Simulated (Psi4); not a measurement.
I$_{3}$In, charge +1, quartet, at a GFN2-xTB geometry of the parent state (such geometries of metal compounds can be far from the true shape) (a state made from the parent by changing its charge; the spin is typed, not shown lowest) (all electrons, no relativity); B3LYP/3-21G (Psi4).

Here is a job for Psi4.
```
memory 2 GB

molecule {
1 4
In   -0.00000000    0.00000000    0.00000000
I     2.59339744   -0.42076413   -0.82340452
I    -0.95084291   -1.26327639    2.25405818
I    -1.64255453    1.68404052   -1.43065366
}

set {
  basis 3-21g
  reference uks
  scf_type pk
}

energy('b3lyp')
print_variables()
```

Task: What does Psi4 print? Leave out banner, timings and long lists.

Result: 
```
   => Loading Basis Set <=

    Name: 3-21G
    Role: ORBITAL
    Keyword: BASIS

         ---------------------------------------------------------
                                   SCF
               by Justin Turney, Rob Parrish, Andy Simmonett
                          and Daniel G. A. Smith
                              UKS Reference
         ---------------------------------------------------------

  ==> Geometry <==

    Molecular point group: c2v
    Full point group: C2v

    Geometry (in Angstrom), charge = 1, multiplicity = 4:

       Center              X                  Y                   Z               Mass
    ------------   -----------------  -----------------  -----------------  -----------------
         IN           0.000000000000     0.000000000000     0.000000000000   114.903878776000
         I           -0.000000000000     0.000000000000     2.753315771656   126.904471900000
         I           -0.000000000000     2.384441406129    -1.376657885828   126.904471900000
         I            0.000000000000    -2.384441406129    -1.376657885828   126.904471900000

  Running in c2v symmetry.

  Rotational constants: A =      0.01168  B =      0.01168  C =      0.00584 [cm^-1]
  Rotational constants: A =    350.21679  B =    350.21679  C =    175.10840 [MHz]
  Nuclear repulsion = 2432.500424149056471

  Charge       = 1
  Multiplicity = 4
  Electrons    = 207
  Nalpha       = 105
  Nbeta        = 102

  ==> Algorithm <==

  SCF Algorithm Type is PK.
  DIIS enabled.
  MOM disabled.
  Fractional occupation disabled.
  Guess Type is SAD.
  Energy threshold   = 1.00e-06
  Density threshold  = 1.00e-06
  Integral threshold = 1.00e-12

  ==> Primary Basis <==

  Basis Set: 3-21G
    Blend: 3-21G
    Number of shells: 52
    Number of basis functions: 132
    Number of Cartesian functions: 132
    Spherical Harmonics?: false
    Max angular momentum: 2

  ==> DFT Potential <==

   => LibXC <=

    Version 7.1.2
    S. Lehtola, C. Steigemann, M. J. T. Oliveira, and M. A. L. Marques,  SoftwareX 7, 1–5 (2018) (10.1016/j.softx.2017.11.002)

   => Composite Functional: B3LYP <=

    B3LYP Hyb-GGA Exchange-Correlation Functional

    P. J. Stephens, F. J. Devlin, C. F. Chabalowski, and M. J. Frisch,  J. Phys. Chem. 98, 11623 (1994) (10.1021/j100096a001)

    Deriv               =              1
    GGA                 =           TRUE
    Meta                =          FALSE

    Exchange Hybrid     =           TRUE
    MP2 Hybrid          =          FALSE

   => Exchange Functionals <=

    0.0800   Slater exchange
    0.7200         Becke 88

   => Exact (HF) Exchange <=

    0.2000               HF

   => Correlation Functionals <=

    0.1900   Vosko, Wilk & Nusair (VWN5_RPA)
    0.8100   Lee, Yang & Parr

   => LibXC Density Thresholds  <==

    XC_HYB_GGA_XC_B3LYP:  1.00E-15

   => Molecular Quadrature <=

    Radial Scheme          =       TREUTLER
    Pruning Scheme         =           NONE
    Nuclear Scheme         =       TREUTLER

    Blocking Scheme        =         OCTREE
    BS radius alpha        =              1
    Pruning alpha          =              1
    Radial Points          =             75
    Spherical Points       =            302
    Total Points           =          83489
    Total Blocks           =            754
    Max Points             =            255
    Max Functions          =             92
    Weights Tolerance      =       1.00E-15

  ==> Integral Setup <==

  Using in-core PK algorithm.
   Calculation information:
      Number of atoms:                   4
      Number of AO shells:              52
      Number of primitives:            132
      Number of atomic orbitals:       132
      Number of basis functions:       132

      Integral cutoff                 1.00e-12
      Number of threads:                 1

  Performing in-core PK
  Using 77062062 doubles for integral storage.
  We computed 389924 shell quartets total.
[...]
    SOCC [     1,    0,    1,    1 ]
    NA   [    44,   12,   19,   30 ]
    NB   [    43,   12,   18,   29 ]

   @UKS iter   4: -26388.86658000908210   -4.90501e-01   4.33647e-03 DIIS/ADIIS
    Occupation by irrep:
             A1    A2    B1    B2
    DOCC [    42,   12,   19,   29 ]
    SOCC [     2,    0,    0,    1 ]
    NA   [    44,   12,   19,   30 ]
    NB   [    42,   12,   19,   29 ]

   @UKS iter   5: -26388.84374283777288    2.28372e-02   4.34146e-03 DIIS/ADIIS
   @UKS iter   6: -26388.96904897271816   -1.25306e-01   2.18123e-03 DIIS/ADIIS
   @UKS iter   7: -26389.00943068440392   -4.03817e-02   7.05649e-04 DIIS/ADIIS
   @UKS iter   8: -26389.01488344215977   -5.45276e-03   8.09699e-05 DIIS
   @UKS iter   9: -26389.01475270116498    1.30741e-04   2.58811e-04 DIIS/ADIIS
   @UKS iter  10: -26389.01474161664373    1.10845e-05   2.63246e-04 DIIS/ADIIS
   @UKS iter  11: -26389.01499663094728   -2.55014e-04   1.83274e-04 DIIS/ADIIS
   @UKS iter  12: -26389.01523069742689   -2.34066e-04   3.54027e-05 DIIS
   @UKS iter  13: -26389.01524098192021   -1.02845e-05   5.04986e-06 DIIS
   @UKS iter  14: -26389.01524128913297   -3.07213e-07   1.42373e-06 DIIS
   @UKS iter  15: -26389.01524130738471   -1.82517e-08   2.42946e-07 DIIS
  Energy and wave function converged.

  ==> Post-Iterations <==

   Electrons on quadrature grid:
      Nalpha   =  104.9999851174 ; deviation = -1.488e-05
      Nbeta    =  101.9999851811 ; deviation = -1.482e-05
      Ntotal   =  206.9999702985 ; deviation = -2.970e-05

   @Spin Contamination Metric:   5.962479885E-03
   @S^2 Expected:                3.750000000E+00
   @S^2 Observed:                3.755962480E+00
   @S   Expected:                1.500000000E+00
   @S   Observed:                1.500000000E+00

    Orbital Energies [Eh]
    ---------------------

    Alpha Occupied:

[...]
    Alpha Virtual:

[...]
    Beta Occupied:

[...]
    Beta Virtual:

[...]
    Final Occupation by Irrep:
             A1    A2    B1    B2
    DOCC [    42,   12,   19,   29 ]
    SOCC [     2,    0,    0,    1 ]
    NA   [    44,   12,   19,   30 ]
    NB   [    42,   12,   19,   29 ]

  @UKS Final Energy: -26389.01524130738471

   => Energetics <=

    Nuclear Repulsion Energy =           2432.5004241490564709
    One-Electron Energy =              -41152.7829600165714510
    Two-Electron Energy =               12881.2703988964749442
    DFT Exchange-Correlation Energy =    -550.0031043363418348
    Empirical Dispersion Energy =           0.0000000000000000
    VV10 Nonlocal Energy =                  0.0000000000000000
    Total Energy =                     -26389.0152413073847129

  UHF NO Occupations:
  HONO-2 :   43 A1 1.0000000
  HONO-1 :   44 A1 1.0000000
  HONO-0 :   30 B2 1.0000000
  LUNO+0 :   31 B2 0.0019262
  LUNO+1 :   45 A1 0.0007958
  LUNO+2 :   32 B2 0.0001348
  LUNO+3 :   46 A1 0.0000397

Computation Completed

Properties will be evaluated at   0.000000,   0.000000,   0.000000 [a0]

Properties computed using the SCF density matrix

 Multipole Moments:

 ------------------------------------------------------------------------------------
     Multipole            Electronic (a.u.)      Nuclear  (a.u.)        Total (a.u.)
 ------------------------------------------------------------------------------------

 L = 1.  Multiply by 2.5417464519 to convert [e a0] to [Debye]
 Dipole X            :          0.0000000            0.0000000            0.0000000
 Dipole Y            :          0.0000000            0.0000000            0.0000000
 Dipole Z            :         -0.3210865            0.0000000           -0.3210865
 Magnitude           :                                                    0.3210865

 ------------------------------------------------------------------------------------

  Variable Map:
  ----------------------------------------------------------------------------
[...]
  Array Variable Map:
  ----------------------------------------------------------------------------
[...]
[...]
```
